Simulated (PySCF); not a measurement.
[MnCl6]3-: Mn(III) (d4), charge -3. The structure is a PBE0-D3(BJ)/def2-SVP, IEF-PCM water geometry optimised for multiplicity 5; coordination octahedral, point group D4h, metal–donor distances 2.35–2.63 Å.

Method (PySCF 2.14, density fitting): CASSCF(4,5) with orbitals averaged over all microstates of the shell, strongly contracted NEVPT2 on the averaged canonical orbitals; basis x2c-TZVPall on the metal, x2c-SVPall elsewhere; spin-free X2C; IEF-PCM water; spin-orbit coupling by state interaction with the mean-field operator over all roots.

CASSCF energies above the lowest CASSCF root:

| state | CASSCF / cm⁻¹ |
| --- | --- |
| 5B1g (from 5Eg) | 0 |
| 5A1g (from 5Eg) | 6583 |
| 5B2g (from 5T2g) | 12655 |
| 5Eg (from 5T2g) | 13791 |
| 3Eg (from 3T1g) | 18509 |
| 3A2g (from 3T1g) | 18996 |
| 3B1g (from 3Eg) | 22102 |
| 3A2g (from 3T1g) | 24810 |
| 3Eg | 24990 |
| 3A1g | 25018 |
| 3B1g | 28013 |
| 3B2g (from 3T2g) | 28417 |
| 3Eg | 28557 |
| 1Eg (from 1T2g) | 29461 |
| 1A1g (from 1Eg) | 29899 |
| 3A1g | 29939 |
| 1B2g (from 1T2g) | 30307 |
| 1B1g (from 1Eg) | 30355 |
| 3Eg (from 3T1g) | 31880 |
| 3B1g | 33075 |
| 1Eg (from 1T2g) | 34252 |
| 1A1g | 34688 |

Task: How does dynamic correlation (SC-NEVPT2) move these states?

Result: 
```json
{"state": "5B1g (from 5Eg)", "NEVPT2 / cm⁻¹": "0", "shift / cm⁻¹": "0"}
{"state": "5A1g (from 5Eg)", "NEVPT2 / cm⁻¹": "8173", "shift / cm⁻¹": "+1590"}
{"state": "5B2g (from 5T2g)", "NEVPT2 / cm⁻¹": "17104", "shift / cm⁻¹": "+4449"}
{"state": "5Eg (from 5T2g)", "NEVPT2 / cm⁻¹": "18330", "shift / cm⁻¹": "+4539"}
{"state": "3Eg (from 3T1g)", "NEVPT2 / cm⁻¹": "14362", "shift / cm⁻¹": "-4146"}
{"state": "3A2g (from 3T1g)", "NEVPT2 / cm⁻¹": "15268", "shift / cm⁻¹": "-3728"}
{"state": "3B1g (from 3Eg)", "NEVPT2 / cm⁻¹": "21330", "shift / cm⁻¹": "-772"}
{"state": "3A2g (from 3T1g)", "NEVPT2 / cm⁻¹": "22887", "shift / cm⁻¹": "-1923"}
{"state": "3Eg", "NEVPT2 / cm⁻¹": "23563", "shift / cm⁻¹": "-1427"}
{"state": "3A1g", "NEVPT2 / cm⁻¹": "24579", "shift / cm⁻¹": "-438"}
{"state": "3B1g", "NEVPT2 / cm⁻¹": "26124", "shift / cm⁻¹": "-1890"}
{"state": "3B2g (from 3T2g)", "NEVPT2 / cm⁻¹": "28158", "shift / cm⁻¹": "-259"}
{"state": "3Eg", "NEVPT2 / cm⁻¹": "28658", "shift / cm⁻¹": "+101"}
{"state": "1Eg (from 1T2g)", "NEVPT2 / cm⁻¹": "25074", "shift / cm⁻¹": "-4387"}
{"state": "1A1g (from 1Eg)", "NEVPT2 / cm⁻¹": "26493", "shift / cm⁻¹": "-3407"}
{"state": "3A1g", "NEVPT2 / cm⁻¹": "28900", "shift / cm⁻¹": "-1039"}
{"state": "1B2g (from 1T2g)", "NEVPT2 / cm⁻¹": "25222", "shift / cm⁻¹": "-5085"}
{"state": "1B1g (from 1Eg)", "NEVPT2 / cm⁻¹": "27381", "shift / cm⁻¹": "-2974"}
{"state": "3Eg (from 3T1g)", "NEVPT2 / cm⁻¹": "33358", "shift / cm⁻¹": "+1478"}
{"state": "3B1g", "NEVPT2 / cm⁻¹": "32636", "shift / cm⁻¹": "-440"}
{"state": "1Eg (from 1T2g)", "NEVPT2 / cm⁻¹": "32079", "shift / cm⁻¹": "-2173"}
{"state": "1A1g", "NEVPT2 / cm⁻¹": "30347", "shift / cm⁻¹": "-4341"}
```

No frequencies were computed for the optimised geometry. Charge-transfer states lie outside this active space and may come lower than some of these levels. NEVPT2 lifts 5B2g (from 5T2g) from 12655 to 17104 cm⁻¹; on the d shell alone it tends to overshoot states that fill the eg-type orbitals. NEVPT2 on the d shell alone tends to put d–d bands too high for such charged or covalently bound ions. Gaps between spin states lean to high spin in this active space.
